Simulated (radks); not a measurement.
Task: The mean radii <r> (bohr) of the occupied orbitals of an atom or ion are listed with their occupations. Calculated with a radial shooting solver on a logarithmic mesh with Libxc functionals: Dirac Kohn-Sham, LDA (Slater exchange, VWN5 correlation), spin-unpolarised, spherical densities, point nucleus.

| orbital | occ. | <r> |
|---|---|---|
| 1s1/2 | 2 | 0.04706 |
| 2s1/2 | 2 | 0.2101 |
| 2p1/2 | 2 | 0.1814 |
| 2p3/2 | 4 | 0.1850 |
| 3s1/2 | 2 | 0.6248 |
| 3p1/2 | 2 | 0.6391 |
| 3p3/2 | 4 | 0.6498 |
| 3d3/2 | 4 | 0.7141 |
| 3d5/2 | 6 | 0.7186 |

Name the element and its charge. Open shells, if any, fill j = l - 1/2 first.

Result: Z = 32, germanium, charge +4: Ge4+ in [Ar] 3d10. The 1s radius gives Z: for a bare nucleus <r> = (2 gamma + 1)/(2Z) with gamma = sqrt(1 - (Z/c)^2), 0.04601 bohr for Z = 32, and screening makes it slightly larger (0.04706 here). The occupations add up to 28, and the charge is Z minus that.
